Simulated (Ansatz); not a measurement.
Consider the redistribution: `[CH3][W]([CH3])(=[O])=[S]` + `N[Si](N)([SiH3])Cl` → `[CH3][W](=[O])(=[S])[Cl]` + `C[Si](N)(N)[SiH3]`.

Calculated with Ansatz (gas phase, PBE0-D4/def2-TZVP geometries, no zero-point term in ΔE). CBS: MP2 limit from def2 TZ/QZ plus the TZ coupled-cluster correction, frozen cores. Functionals use def2-TZVPP. def2 core potentials past Kr. For W outer-core shells are correlated without core-valence functions, which leaves a few kJ/mol of doubt a bond. Each species was taken in one conformer, which may not be the lowest.

```
         level  ΔE (kcal/mol)
       PBE0-D4           -7.2
MP2/def2-TZVPP          -10.1
```

(1) What does CCSD(T)/CBS give? (Estimate.)

Largest T1 diagnostic among the species: 0.023, so the coupled-cluster value is less sure than usual.

Answers

(1) Ansatz gave: -7.4 kcal/mol. The listed levels differ from it by 0.2, -2.7 kcal/mol.

In def2-TZVPP, CCSD(T) changes the Hartree–Fock value by −2.2 kcal/mol (the triples alone add −0.9 kcal/mol) and MP2 by −4.5 kcal/mol.

CCSD(T)/CBS has its own doubt, a few kJ/mol and more with outer-core shells, so smaller differences from it don't rank the levels.
